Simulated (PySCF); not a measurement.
Al(Cl)(OMe)(NH2) (CH5AlClNO), SMILES C[O][Al]([NH2])[Cl]. Coordinates come from a ωB97X-D3(BJ)/def2-SVP optimisation. The structure was generated by enumeration; whether it is a known compound was not checked. Other conformers were not sampled.

Method: ωB97X-D3(BJ)/def2-SVP (PySCF 2.14.0).

Harmonic wavenumbers (cm⁻¹): 81, 84, 85, 172, 257, 260, 343, 408, 486, 645, 765, 905, 1195, 1199, 1266, 1488, 1492, 1495, 1531, 3023, 3107, 3117, 3634, 3725. Rotational constants (GHz): 3.411, 2.361, 1.408; symmetry number 1.

Problem. Work out the zero-point energy and the ideal-gas rigid-rotor harmonic-oscillator thermochemistry at 298.15 K and 1 atm.

Solution. ZPE = ½ Σ hcν = ½ × 30763 cm⁻¹ = 43.98 kcal/mol. H − E(el) = 49.55 kcal/mol. Entropy in cal/(mol K): translation 39.99, rotation 27.74, vibration 20.92, total 88.65. G − E(el) = 23.12 kcal/mol. Cp = 26.55 cal/(mol K). Modes under 150 cm⁻¹ make the vibrational entropy uncertain.
